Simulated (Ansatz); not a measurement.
Compare A (`CB[SiH](O)[SiH3]`) with its isomer B (`BOC([SiH3])[SiH3]`).

Program: Ansatz. Geometries: PBE0-D4/def2-TZVP. ΔE: electronic, gas phase. CCSD(T)/CBS is the MP2 limit (def2-TZVPP, def2-QZVPP) plus CCSD(T) − MP2 in def2-TZVPP, frozen cores. Functionals use def2-TZVPP. B3LYP here is the variant with VWN-RPA as its local correlation; programs differ in this. One conformer a species, not always the lowest.

(1) Which is lower in electronic energy at CCSD(T)/CBS, and by how much? (Best estimate.)

(2) Give E(B) − E(A) in kJ/mol with B3LYP, MP2/def2-TZVPP, CCSD(T)/def2-TZVPP, B3LYP-D4, ωB97M-V, PBE-D4, HF/def2-TZVPP. (Estimate.)

Largest T1 diagnostic: 0.014.

Results:

(1) Ansatz gave: A, by 44.5 kJ/mol.

(2) The calculation gave: B3LYP 43.2, MP2/def2-TZVPP 37.2, CCSD(T)/def2-TZVPP 39.7, B3LYP-D4 39.4, ωB97M-V 35.8, PBE-D4 56.8, HF/def2-TZVPP 34.9. None reverses the order clearly.

The D4 term adds −3.9 kJ/mol with B3LYP and −1.9 kJ/mol with PBE0; it sums over pairs of atoms, weighted by their polarisabilities, and B3LYP, whose exchange is more repulsive, gets the larger term.
